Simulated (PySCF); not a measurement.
In(Cl)(SiH3)2 (ClH6InSi2), SMILES [SiH3][In]([SiH3])[Cl]. The structure is a stationary point at PBE0-D3(BJ)/def2-SVP. The structure was generated by enumeration; whether it is a known compound was not checked. The def2 effective core potentials stand for the cores of In; spin–orbit coupling is left out.

Task: Give the equilibrium geometry at PBE0-D3(BJ)/def2-SVP (PySCF confirms it by a frequency run) as a Z-matrix. (The exact figures need the calculation; the answer reports its results.)

Result: 
```
In
Cl 1 2.3838
Si 1 2.5801 2 110.00
H 3 1.4949 1 109.39 2 -57.45
H 3 1.4952 4 108.87 1 -119.27
H 3 1.4954 4 108.80 5 -118.33
Si 1 2.5801 2 109.99 3 179.97
H 7 1.4950 1 109.34 2 -58.66
H 7 1.4950 8 108.87 1 -119.30
H 7 1.4954 8 108.78 9 -118.36
```
